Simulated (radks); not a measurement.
Kinetic energies: the exact non-interacting value of the Kohn-Sham orbitals and orbital-free approximations, in hartree. Species: Co4+ [Ar] 3d5; Pb2+ [Hg]; Te+ [Kr] 4d10 5s2 5p3. Calculated with a radial shooting solver on a logarithmic mesh with Libxc functionals: non-relativistic Kohn-Sham, LDA (Slater exchange, Perdew-Wang correlation), spin-polarised, spherical densities, point nucleus. Every spin shell is full or empty, so the densities are truly spherical. Functionals are evaluated on that one density, not self-consistently.

| functional | Co4+ | Pb2+ | Te+ |
|---|---|---|---|
| exact | 1374.54 | 19511.9 | 6604.75 |
| Thomas-Fermi | 1285.4 | 18619 | 6258.9 |
| TF + vW | 1993.8 | 25465 | 8965.9 |
| TF + vW/9 | 1364.1 | 19380 | 6559.7 |
| TF + vW/5 | 1427.1 | 19988 | 6800.3 |
| LC94 | 1374.4 | 19516 | 6608.8 |
| APBEK | 1375.7 | 19521 | 6612.1 |
| revAPBEK | 1379.3 | 19547 | 6623.6 |
| Perdew 92 | 1364.3 | 19381 | 6560.3 |
| Thakkar | 1368.9 | 19359 | 6565.6 |
| Pearson | 1356.8 | 19350 | 6544.5 |
| LKT | 1715.2 | 22585 | 7850.9 |
| PG1 | 1646.0 | 21907 | 7582.8 |
